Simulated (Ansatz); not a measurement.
Isolated molecules relaxed with PBE0-D4/def2-TZVP in Ansatz; ΔE leaves out vibrations. CCSD(T)/CBS adds triple-zeta CCSD(T) − MP2 to the extrapolated MP2 energy (def2 sets, frozen cores). This one scheme is used for every species. DFT in def2-TZVPP. B3LYP here is the variant with VWN-RPA as its local correlation; programs differ in this. HSE06 is defined as in plane-wave codes. Open shells (•) are unrestricted, without spin–orbit coupling. Each species was taken in one conformer, which may not be the lowest.

Consider the homolysis of the Si–Si bond: `O[SiH2][SiH2]O[SiH3]` → `O[SiH2]`• + `[SiH2]O[SiH3]`•.

```json
{"level": "LDA (SPW92)", "ΔE (kcal/mol)": "83.2", "difference from CCSD(T)/CBS": "3.9"}
{"level": "r2SCAN-D4", "ΔE (kcal/mol)": "72.2", "difference from CCSD(T)/CBS": "-7.1"}
{"level": "r2SCAN0-D4", "ΔE (kcal/mol)": "72.6", "difference from CCSD(T)/CBS": "-6.7"}
{"level": "HSE06-D4", "ΔE (kcal/mol)": "75.4", "difference from CCSD(T)/CBS": "-3.9"}
{"level": "B2PLYP", "ΔE (kcal/mol)": "73.4", "difference from CCSD(T)/CBS": "-5.9"}
{"level": "r2SCAN", "ΔE (kcal/mol)": "71.4", "difference from CCSD(T)/CBS": "-7.9"}
{"level": "PBE0", "ΔE (kcal/mol)": "73.1", "difference from CCSD(T)/CBS": "-6.2"}
{"level": "B3LYP", "ΔE (kcal/mol)": "70.4", "difference from CCSD(T)/CBS": "-8.9"}
{"level": "HSE06", "ΔE (kcal/mol)": "73.2", "difference from CCSD(T)/CBS": "-6.1"}
{"level": "CAM-B3LYP", "ΔE (kcal/mol)": "72.7", "difference from CCSD(T)/CBS": "-6.6"}
{"level": "RPA@PBE/def2-TZVPP", "ΔE (kcal/mol)": "72.8", "difference from CCSD(T)/CBS": "-6.5"}
{"level": "CCSD(T)/def2-SVP", "ΔE (kcal/mol)": "73.0", "difference from CCSD(T)/CBS": "-6.3"}
{"level": "CCSD/def2-TZVPP", "ΔE (kcal/mol)": "75.2", "difference from CCSD(T)/CBS": "-4.1"}
{"level": "HF/def2-QZVPP", "ΔE (kcal/mol)": "55.3", "difference from CCSD(T)/CBS": "-24.0"}
{"level": "MP2/def2-QZVPP", "ΔE (kcal/mol)": "77.7", "difference from CCSD(T)/CBS": "-1.6"}
{"level": "HF/CBS(def2)", "ΔE (kcal/mol)": "55.2", "difference from CCSD(T)/CBS": "-24.1"}
{"level": "CCSD(T)/CBS", "ΔE (kcal/mol)": "79.3", "difference from CCSD(T)/CBS": "0"}
```

Largest T1 diagnostic among the species: 0.015.

From BLYP to BHLYP (50 % exact exchange), in def2-TZVPP and without D4, ΔE moves by +5.0 kcal/mol. In def2-TZVPP, CCSD(T) changes the Hartree–Fock value by +21.0 kcal/mol (the triples alone add +1.4 kcal/mol) and MP2 by +20.7 kcal/mol; breaking electron pairs costs correlation energy, which Hartree–Fock lacks.
